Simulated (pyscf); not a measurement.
Optimised with ωB97X-D3(BJ)/def2-SVP in PySCF.

SMILES: [OH][Ge]([OH])([SiH2][SiH3])[OH]
```xyz
14

O      1.7250     0.3461    -0.2945
Ge     0.1741     0.3208    -1.1694
O      0.2997     1.3896    -2.5737
O     -0.0573    -1.2601    -1.9521
Si    -1.3393     1.0354     0.4962
Si     0.0362     2.0161     2.1048
H      2.4944     0.3911    -0.8756
H      0.2669     0.8845    -3.3961
H     -0.0507    -2.0057    -1.3412
H     -2.3189     1.9862    -0.1016
H     -2.0676    -0.1509     1.0365
H     -0.7874     2.6500     3.1778
H      0.8711     3.0643     1.4549
H      0.8984     0.9653     2.7111
```
Charge 0, spin multiplicity 1.

Task: How much does it cost (ΔH, 298 K, ωB97M-D3(BJ)/def2-TZVP) to split HO–Ge(OH)(OH)–SiH₂–SiH₃ at its Ge–Si bond into HO–Ge•(OH)–OH + •H₂Si–SiH₃?

Result: Ge–Si to HO–Ge•(OH)–OH + •H₂Si–SiH₃: 70.0 kcal/mol. The 7 functionals that were run give +63.2 (PBE) to +76.6 kcal/mol (ωB97X-D3(BJ)/def2-TZVP). HO–Ge(OH)(OH)–SiH₂–SiH₃ lies 51.1 kcal/mol over its isomer HO–Si(OH)(OH)–GeH₂–SiH₃ (electronic energy, ωB97M-D3(BJ)/def2-TZVP). Other isomers of HO–Ge•(OH)–OH, •H₂Si–SiH₃ were not searched in full and may lie lower. Elements up to Kr have no core potential and no relativistic terms here.
